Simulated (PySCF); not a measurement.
**Ca⁺: ionisation energy**

Ca⁺ [Ar] 4s1 (2S) → Ca²⁺ [Ar] (1S), as a difference of total energies. All numbers are calculated (PySCF 2.14, scalar relativity by spin-free X2C-1e, in x2c-QZVPPall with one added diffuse shell each of s, p, d, f type (12s8p5d4f, 89 functions)). Correlated levels: valence and next inner shell: [Ne] frozen. The calculations carry no spin-orbit coupling.

```tsv
method	ionisation energy (eV)	error (eV)
UHF	11.357	-0.515
LDA	12.158	+0.286
PBE	12.032	+0.160
PBE0	11.918	+0.046
r2SCAN	11.707	-0.165
M06-2X	11.863	-0.009
BLYP	12.106	+0.234
wB97X	11.450	-0.422
PW91	12.072	+0.200
MP2 (valence and next inner shell)	11.828	-0.044
SCS-MP2 (valence and next inner shell)	11.740	-0.132
```

Reference: 11.872 eV (measured; NIST Atomic Spectra Database, ionization energies).

Errors of the correlated levels include the incompleteness of this basis and the frozen core.
